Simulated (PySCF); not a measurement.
Ligands exchanged one at a time, Ga F-SiH3. Isolated molecules, 0 K electronic values unless said otherwise. Strings in code marks are SMILES.

The numbers are results of PBE-D3(BJ)/def2-TZVP // r2SCAN-D4/def2-TZVP (PySCF 2.14.0), not measurements. Excitations are Tamm–Dancoff values on a coarser integration grid. The basis has no diffuse functions, so Rydberg states are missing or too high.

| species | LUMO (eV) | HOMO–LUMO gap (eV) | S1 oscillator strength | S1 excitation (TDA) (eV) |
|---|---|---|---|---|
| 0 of 3 F replaced by SiH3 | -3.37 | (withheld) | 0.000 | 6.42 |
| 1 of 3 F replaced by SiH3 | -2.52 | (withheld) | 0.041 | (withheld) |
| 2 of 3 F replaced by SiH3 (`[F][Ga]([SiH3])[SiH3]`) | (withheld) | 3.43 | 0.000 | 3.69 |
| 3 of 3 F replaced by SiH3 (`[Ga]([SiH3])([SiH3])[SiH3]`) | -3.37 | 2.92 | 0.000 | 3.15 |

Q: What belongs in the gaps?

A: 
- 0 of 3 F replaced by SiH3, HOMO–LUMO gap (eV): 6.29
- 1 of 3 F replaced by SiH3, HOMO–LUMO gap (eV): 5.28
- 1 of 3 F replaced by SiH3, S1 excitation (TDA) (eV): 5.71
- 2 of 3 F replaced by SiH3 (`[F][Ga]([SiH3])[SiH3]`), LUMO (eV): -2.94
